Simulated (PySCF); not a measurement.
# S (sulfur, neutral) across methods

[Ne] 3s1 3p5, high-spin 3P determinant (an excited configuration). Computed with PySCF 2.14 in aug-cc-pwCVTZ (8s7p5d3f, 75 functions), with the non-relativistic Hamiltonian (point nucleus).

| method | E (hartree) | mean ε 3s α (eV) | mean ε 3p α (eV) | mean ε 3p β (eV) | Σ⟨r²⟩ (bohr²) | ⟨S²⟩ |
| --- | --- | --- | --- | --- | --- | --- |
| B3LYP | -397.7652 | -20.754 | -9.481 | -7.419 | 30.35 | 2.009 |
| PBE0 | -397.6018 | -21.341 | -9.857 | -7.536 | 30.19 | 2.010 |
| PBE | -397.5833 | -18.772 | -8.355 | -6.610 | 30.26 | 2.006 |
| LDA | -396.3772 | -18.731 | -8.401 | -6.688 | 30.36 | 2.006 |
| UHF | -397.08869 | -28.563 | -13.862 | -9.072 | 31.08 | 2.042 |
| BHandHLYP | -397.7333 | -23.700 | -11.140 | -8.352 | 30.41 | 2.014 |
| M06-2X | -397.7284 | -23.142 | -11.091 | -8.464 | 30.40 | 2.013 |
| r2SCAN | -397.7214 | -19.907 | -8.892 | -6.672 | 30.20 | 2.015 |
| MN15 | -397.6777 | -21.059 | -10.270 | -8.357 | 30.05 | 2.005 |
